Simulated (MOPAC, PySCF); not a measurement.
H4Sn, SMILES `[SnH4]`, neutral singlet in the gas phase. 

Z-matrix (Å, degrees):
```
Sn
H 1 1.7037
H 1 1.7037 2 109.44
H 1 1.7037 2 109.45 3 -119.98
H 1 1.7037 2 109.49 3 120.00
```
Charge 0, spin multiplicity 1.

All levels are single points at this geometry (PBE0-D3(BJ)/def2-TZVP); Pople sets use spherical d functions. Orbital energies aren't observables, and empty levels follow the basis.

```json
[
 {"level": "PBE-D3(BJ)/def2-TZVP in PySCF", "HOMO (eV)": "-7.93", "LUMO (eV)": "-0.29", "gap (eV)": "7.64", "dipole (D)": "0.00", "vertical IE, Delta-SCF (eV)": "–"},
 {"level": "TPSSh-D3(BJ)/def2-TZVP in PySCF", "HOMO (eV)": "-8.62", "LUMO (eV)": "0.28", "gap (eV)": "8.91", "dipole (D)": "0.00", "vertical IE, Delta-SCF (eV)": "–"},
 {"level": "B3LYP/6-311+G** (LANL2DZ on Sn) in PySCF", "HOMO (eV)": "-9.03", "LUMO (eV)": "0.58", "gap (eV)": "9.61", "dipole (D)": "0.00", "vertical IE, Delta-SCF (eV)": "–"},
 {"level": "B3LYP/6-31G* (LANL2DZ on Sn) in PySCF", "HOMO (eV)": "-9.15", "LUMO (eV)": "0.94", "gap (eV)": "10.08", "dipole (D)": "0.00", "vertical IE, Delta-SCF (eV)": "11.78"},
 {"level": "BP86/6-31G* (LANL2DZ on Sn) in PySCF", "HOMO (eV)": "-8.23", "LUMO (eV)": "0.37", "gap (eV)": "8.60", "dipole (D)": "0.00", "vertical IE, Delta-SCF (eV)": "–"},
 {"level": "M06-2X/6-31G* (LANL2DZ on Sn) in PySCF", "HOMO (eV)": "-10.41", "LUMO (eV)": "1.69", "gap (eV)": "12.10", "dipole (D)": "0.00", "vertical IE, Delta-SCF (eV)": "–"},
 {"level": "PBE/6-31G* (LANL2DZ on Sn) in PySCF", "HOMO (eV)": "-8.11", "LUMO (eV)": "0.39", "gap (eV)": "8.50", "dipole (D)": "0.00", "vertical IE, Delta-SCF (eV)": "–"},
 {"level": "SVWN5/6-31G* (LANL2DZ on Sn) in PySCF", "HOMO (eV)": "-8.09", "LUMO (eV)": "0.30", "gap (eV)": "8.39", "dipole (D)": "0.00", "vertical IE, Delta-SCF (eV)": "–"},
 {"level": "HF/6-31G* (LANL2DZ on Sn) in PySCF", "HOMO (eV)": "-12.31", "LUMO (eV)": "3.73", "gap (eV)": "16.05", "dipole (D)": "0.00", "vertical IE, Delta-SCF (eV)": "11.27"},
 {"level": "AM1 in MOPAC", "HOMO (eV)": "-10.63", "LUMO (eV)": "-0.13", "gap (eV)": "10.50", "dipole (D)": "0.00", "vertical IE, Delta-SCF (eV)": "–"},
 {"level": "PM3 in MOPAC", "HOMO (eV)": "-12.86", "LUMO (eV)": "-0.30", "gap (eV)": "12.56", "dipole (D)": "0.00", "vertical IE, Delta-SCF (eV)": "–"},
 {"level": "PM6 in MOPAC", "HOMO (eV)": "-11.30", "LUMO (eV)": "2.27", "gap (eV)": "13.57", "dipole (D)": "0.00", "vertical IE, Delta-SCF (eV)": "–"},
 {"level": "PM7 in MOPAC", "HOMO (eV)": "-11.37", "LUMO (eV)": "3.14", "gap (eV)": "14.50", "dipole (D)": "0.00", "vertical IE, Delta-SCF (eV)": "–"}
]
```
